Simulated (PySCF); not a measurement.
**Correlation energy of Cd³⁺ (cadmium, charge +3)**

[Kr] 4d9, 2D determinant. Computed with PySCF 2.14 in ANO-RCC-VTZP (7s6p4d2f1g, 68 functions), with the spin-free X2C one-electron Hamiltonian (Gaussian nucleus). Frozen: [Kr]; 9 electrons correlated.

| level | correlation energy (mhartree) |
| --- | --- |
| CCSD | -210.34 |
| (T) | -4.06 |
| CCSD(T) | -214.40 |

Diagnostics: T1 = 0.0030, D1 = 0.0045, largest double amplitude 0.018.

Is a single reference adequate?

Yes, within this model without spin-orbit coupling: T1 lies below 0.03 and no double amplitude reaches 0.07.
